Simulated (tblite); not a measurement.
Compound: C7H8F (doublet state).
SMILES: `C[C@H]1[C]=C(F)CC=C1`

All values are computed: GFN2-xTB (tblite) harmonic vibrations without scaling, gas phase. The method is semi-empirical: single wavenumbers can be off by several per cent or more. Open shells enter through the occupations alone, without spin polarisation, and single modes of such species can be off by tens of per cent.

Harmonic wavenumbers (cm⁻¹): 58.3, 136.9, 196.4, 247.1, 341.8, 390.9, 420.8, 432.8, 475.8, 553.4, 718.0, 748.5, 875.9, 879.4, 897.9, 924.3, 969.8, 1011.7, 1047.8, 1079.7, 1094.6, 1107.3, 1142.7, 1168.3, 1245.5, 1282.5, 1286.8, 1326.7, 1400.1, 1432.7, 1489.4, 1495.6, 1726.2, 1796.3, 2881.4, 2910.7, 2939.6, 3034.9, 3042.4, 3044.9, 3046.6, 3066.0.

A = 3399, B = 1747, C = 1256 MHz; mass 111.061 u (most abundant isotopes); point group C1, symmetry number 1; spin multiplicity 2.

Problem. Zero-point energy?

Solution. ½Σν̃ = 27684 cm⁻¹ = 331.18 kJ/mol.

Problem. Entropy at 200 K, 1 bar (ideal gas, RRHO, classical rotation)?

Solution. Translation 159.30, rotation 112.83, vibration 46.23, spin (R ln 2) 5.76: S = 324.1 J/(mol K).

Problem. And Cp and H(200 K) − H(0)?

Solution. Cp = 93.01 J/(mol K), of which vibrations give 59.75 (their classical limit is 42 R = 349.2); H(200 K) − H(0) = 12.04 kJ/mol without the zero-point energy, 5.38 from vibrations.

Problem. What must be added to the electronic energy to get the Gibbs energy at 200 K and 1 bar?

Solution. ZPE + [H(200 K) − H(0)] − T·S = 331.18 + 12.04 − 64.83 = 278.39 kJ/mol.

Problem. How do the functions run with temperature in this model?

Solution. 
| T (K) | S (J/(mol K)) | Cp (J/(mol K)) | H − H(0) (kJ/mol) | G − H(0) (kJ/mol) | ln q(vib) |
| --- | --- | --- | --- | --- | --- |
| 100 | 272.8 | 59.3 | 4.44 | -22.84 | 0.82 |
| 300 | 368.7 | 129.7 | 23.15 | -87.46 | 4.02 |
| 500 | 451.5 | 197.1 | 56.15 | -169.60 | 7.71 |
| 800 | 559.6 | 261.7 | 125.89 | -321.77 | 13.41 |
| 1000 | 621.1 | 289.1 | 181.11 | -439.96 | 17.05 |

q(vib) and H(0) count from the zero-point level.

Problem. Blend soft modes into free rotors: weight 1/[1 + (100 cm⁻¹/ν̃)⁴] for the oscillator and the rest for a rotor with moment μB/(μ + B), μ = h/(8π²ν), B = 10⁻⁴⁴ kg m². What vibrational entropy results?

Solution. 43.72 J/(mol K) in place of 46.23, which changes −T·S at 200 K by +0.50 kJ/mol.

Hindered rotation and anharmonicity are outside this model. The structure is chiral; the term R ln 2 for an equal mix with its mirror image is left out.

Hardware: one thread of an Arm Neoverse V2, shared host with 96 logical CPUs at a one-minute load of 31. Cost: 0.35 s of wall time. This covers the Hessian and the dipole derivatives.
